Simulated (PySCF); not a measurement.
Spinor energies of Br+ (bromine, charge +1)

Start: [Ar] 3d10 4s1 4p4 5s1; 4s1/2 filled at m_j = +1/2; 4p1/2 filled at m_j = +1/2; 4p3/2 filled at m_j = -1/2, +1/2, +3/2; 5s1/2 filled at m_j = +1/2. Calculated with PySCF 2.14 in x2c-SVPall-2c with one added diffuse shell each of s, p, d type (6s7p4d, 47 functions): generalised Hartree-Fock with the X2C-1e Hamiltonian and a Gaussian nucleus; one run each with spin-orbit coupling (SO) switched off, then screened by Boettger's factors. This is a chosen level, not necessarily the ground level.

```tsv
spinor shell	electrons	ε, spin-free (eV)	ε, screened SO (eV)	weight of nominal j (screened SO)	rms radius, screened SO (bohr)
1s1/2	2	-13571.5	-13571.2	1.000	0.0493
2s1/2	2	-1843.5	-1843.4	1.000	0.205
2p1/2	2	-1623.6	-1656.2	1.000	0.180
2p3/2	4	-1623.6	-1607.8	1.000	0.184
3s1/2	2	-295.78	-295.71	1.000	0.589
3p1/2	2	-223.96	-229.05	0.995	0.600
3p3/2	4	-223.96	-221.42	0.997	0.610
3d3/2	4	-104.49	-105.23	0.926	0.649
4s1/2	1	-47.607	-47.553	1.000	1.70
4p3/2	3	-27.852	-29.434	0.636	2.00
4p1/2	1	-27.852	-23.230	0.626	2.11
5s1/2	1	-9.614	-9.609	0.987	4.52
```

Task: Where does 3d5/2 lie, and what is the 3d spin-orbit splitting (screened SO)?

Result: At -103.90 eV, 1.333 eV above 3d3/2.

```csv
quantity,spin-free,screened SO
E (hartree),-2602.65571,-2602.78009
M_J,3,3
⟨J²⟩,12.089,12.087
⟨L²⟩,2.083,2.093
⟨S²⟩,6.006,5.995
```

Each row is a mean over spinors that exchange with the open shell spreads, by up to 1.617 eV (3s1/2).

Rows whose weight is well below 1 are mixtures of j = l ± 1/2: exchange outweighs spin-orbit coupling there, and the label is only the starting occupation.

⟨J²⟩ departs a little from M_J(M_J + 1) because the unrestricted spinors polarise the closed shells.

Without spin-orbit coupling the j labels of p, d and f shells carry no meaning; the spin-free column gives the mean over the occupied spinors of each nl shell.
